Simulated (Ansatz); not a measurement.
Input file for CH6FNSi2, SMILES `N[Si@@H]1[SiH2][C@H]1F`:

```yaml
crystal:
  periodic: [false, false, false]
  atoms:
    - {symbol: N, position_ang: [-1.742469, 0.897739, -0.057523]}
    - {symbol: Si, position_ang: [-0.473890, -0.168414, 0.315403]}
    - {symbol: Si, position_ang: [2.046516, 0.311584, 0.386798]}
    - {symbol: C, position_ang: [0.822760, -0.497441, -0.949459]}
    - {symbol: F, position_ang: [1.063837, -1.836142, -1.235876]}
    - {symbol: H, position_ang: [-2.388005, 1.223809, 0.643536]}
    - {symbol: H, position_ang: [-1.677082, 1.535609, -0.833298]}
    - {symbol: H, position_ang: [-0.925780, -1.282011, 1.168424]}
    - {symbol: H, position_ang: [0.571603, 0.665636, 1.250164]}
    - {symbol: H, position_ang: [1.996945, -0.967843, 1.217233]}
    - {symbol: H, position_ang: [0.770764, 0.060674, -1.884802]}
basis:
  gaussian: {orbitals: def2-TZVPP}
correlation: {method: ccsd_t}
```

```sh
$ ansatz run in.yaml --threads 4 --pin off --events-out ev --progress --plain --max-ram 10444MiB
```

The program prints (abridged):

```
Functional definition: HF
1541 factors; integrals over basis functions are off by at most 1.1e-3 eV
mean field evaluation 1: about -21034.4522 eV, gradient 4.0e1 eV
mean field evaluation 2: about -21034.7950 eV, gradient 4.0e1 eV
mean field evaluation 4: about -21038.6794 eV, gradient 4.2e0 eV
mean field evaluation 8: about -21038.7686 eV, gradient 3.8e-1 eV
mean field evaluation 16: about -21038.7696 eV, gradient 1.5e-6 eV
mean field -21038.76964750 eV, -773.1605239554 hartree, gradient 1.5e-6 eV, S^2 0.000000; 0 other end points of the search recorded, 0 dependent functions left out
13 core orbitals not correlated: weight in the atoms' cores, before any rotation towards them, 1.000 or more for the frozen orbitals, at most 0.000 for the correlated occupied ones
reference -21038.76964750 eV, -773.1605239554 hartree; 15, 15 occupied and 233, 233 virtual orbitals, 1541 factors
second order -23.68585865 eV of doubles, -0.00000000 eV of singles
cycle   1  -24.22701965 eV  change   -5.4e-1 eV  update   1.1e-1
cycle   2  -24.83851382 eV  change   -6.1e-1 eV  update   3.5e-2
cycle   3  -24.97276274 eV  change   -1.3e-1 eV  update   1.9e-2
cycle   4  -24.95847912 eV  change    1.4e-2 eV  update   5.4e-3
cycle   5  -24.95438178 eV  change    4.1e-3 eV  update   2.5e-3
cycle   6  -24.95517527 eV  change   -7.9e-4 eV  update   9.4e-4
cycle   7  -24.95467825 eV  change    5.0e-4 eV  update   3.9e-4
cycle   8  -24.95453542 eV  change    1.4e-4 eV  update   1.6e-4
cycle   9  -24.95462090 eV  change   -8.5e-5 eV  update   7.7e-5
cycle  10  -24.95462498 eV  change   -4.1e-6 eV  update   3.6e-5
perturbative correction -0.97977927 eV, -0.0360062242 hartree
Total energy: -21064.70405176 eV, -774.1135957328 hartree
```

Run time 2.7 min (4 threads of an AMD EPYC 7R43 on a shared host); peak host memory 6 GiB.

Correlation energy per correlated electron: -0.864 eV. T1 diagnostic: 0.0144.
